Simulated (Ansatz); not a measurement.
# Worked example: the barrier

An elementary step of HfH2Cl4, closed shell (HfCl₄ ([Cl][Hf]([Cl])([Cl])[Cl]) + H₂ → HfHCl₃ ([Cl][HfH]([Cl])[Cl]) + HCl (still joined by a long Hf–Cl bond); bonds formed: Hf1–H7, Cl2–H6; bonds broken: H6–H7; bonds weakened to dative contacts: Hf1–Cl2). “Start” is the structure reached by relaxing down from the saddle towards the reactants; PBE0-D4/def2-TZVP structures. The saddle:

```xyz
7
angstrom
Hf -0.4332 -0.4198 0.3043
Cl 0.9461 1.3079 -1.6582
Cl -0.0637 -2.0795 -1.2919
Cl -0.9492 -1.5604 2.2495
Cl -2.2095 1.0537 -0.0281
H 1.6004 1.3185 -0.5374
H 1.1092 0.3796 0.9616
```

Program: Ansatz 0.2.0. Basis: def2-TZVPP and def2-QZVPP. Cores are frozen in the correlated methods. Core potentials replace the inner electrons of the atoms past krypton.

Energies in eV:

| quantity | saddle | start |
| --- | --- | --- |
| Hartree–Fock, triple zeta (X = 3) | -51346.37988 | -51348.31043 |
| Hartree–Fock, quadruple zeta (X = 4) | -51347.79256 | -51349.72141 |
| MP2 correlation, X = 3 | -29.88568 | -29.85347 |
| MP2 correlation, X = 4 | -33.37148 | -33.35144 |
| CCSD(T) correlation, X = 3 | -32.94812 | -32.81403 |

Task: Work out the barrier at the basis limit: extrapolate Hartree–Fock as E(X) = E∞ + A exp(−7.88 √X) and the MP2 correlation as E(X) = E∞ + B X^−2.97 (the exponents that Neese and Valeev fitted for def2-TZVPP and QZVPP), then add CCSD(T) − MP2 in triple zeta.

Result: Each step is linear, so take the differences first (saddle − start): Hartree–Fock 1.93055 (X = 3) and 1.92885 (X = 4); MP2 correlation -0.03221 and -0.02004; CCSD(T) correlation -0.13409.
Two points give E∞ = E(4) + w [E(4) − E(3)], with w = 1/(exp(7.88 (2 − √3)) − 1) = 0.1377 for Hartree–Fock and w = 1/((4/3)^2.97 − 1) = 0.7407 for the correlation.
Hartree–Fock: 1.92885 + 0.1377 × (-0.00170) = 1.9286 eV.
MP2 correlation: -0.02004 + 0.7407 × 0.01217 = -0.0110 eV.
CCSD(T) − MP2: -0.13409 − (-0.03221) = -0.1019 eV.
Sum: 1.9286 + (-0.0110) + (-0.1019) = 1.8157 eV, or 41.87 kcal/mol. Plain CCSD(T) in triple zeta gives 1.7965 eV, so the larger basis shifts the result by 0.0192 eV.

No T1 diagnostic of these runs exceeds 0.015.

Labels in which every atom is bracketed show which atoms are joined, not bond orders.

For scale, one of the runs: CCSD(T)/def2-TZVPP, 252 basis functions, launched by `ansatz run in.yaml --threads 8 --pin off --events-out ev --progress --plain --max-ram 19148MiB`. Hardware: 8 CPU threads of an Arm Neoverse V1, shared host. Wall time 2.4 min; peak host memory 5.5 GiB.
